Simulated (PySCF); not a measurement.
Magnetic shielding above rings: a mixed set.

Definitions: NICS(0) = −σiso at the ring centroid; NICS(1) = −σiso and NICS(1)zz = −σzz at ±1 Å along the ring normal z. Level: GIAO PBE0/pcSseg-1 (PySCF, non-relativistic, gas phase) on the PBE0-D3(BJ)/def2-SVP geometries, one conformer each. Atom numbers follow the mapped SMILES.

Question: Order these rings by mean NICS(1)zz, lowest (most negative) first (ppm).
A. ring C2–C3–C4–N5–C6 in `[CH3:1][C@@H:2]1[CH2:3][CH2:4][NH2+:5][CH2:6]1` (charge +1)
B. ring N2–C3–N4–C5–N6 in `[CH3:1][n:2]1[cH:3][n:4][cH:5][n:6]1`
C. ring C3–C4–C5–C7–C8–C9 in `[CH2:1]=[CH:2][c:3]1[cH:4][c:5]([CH3:6])[cH:7][cH:8][c:9]1[OH:10]`
D. ring N2–C3–N4–N5–C6 in `[CH3:1][n:2]1[cH:3][n:4][n:5][cH:6]1`
E. ring N2–N3–C4–C5–N6 in `[CH3:1][n:2]1[n:3][cH:4][cH:5][n:6]1`

Answer: E (-34.7), B (-32.5), D (-31.2), C (-24.0), A (-5.0).

```csv
SMILES,ring,NICS(0),NICS(1),NICS(1)zz,HOMA,rms pucker (Å),ring atoms with four or more neighbours
Cn1nccn1,5-membered ring with 3 N; formal bonds all aromatic,-14.1,-13.7,-34.7,0.98,0.00,0
Cn1cncn1,5-membered ring with 3 N; formal bonds all aromatic,-13.2,-12.1,-32.5,0.96,0.00,0
Cn1cnnc1,5-membered ring with 3 N; formal bonds all aromatic,-12.1,-11.6,-31.2,0.88,0.00,0
C=Cc1cc(C)ccc1O,6-membered carbocycle; formal bonds all aromatic,-8.7,-10.3,-24.0,0.96,0.00,0
C[C@@H]1CC[NH2+]C1,5-membered ring with N; formal bonds all single,-7.4,-3.9,-5.0,–,0.18,5
```

NICS(0) gives the same order. The isotropic NICS(1) gives the same order. Over the 4 rings with a HOMA value its correlation coefficient with NICS(1)zz is -0.09. HOMA uses Krygowski's 1993 parameters; it is left out where a ring has a four-coordinate atom, a triple bond, no multiple bond or a kind of bond without parameters. NICS(1) and NICS(1)zz are means over the two faces.
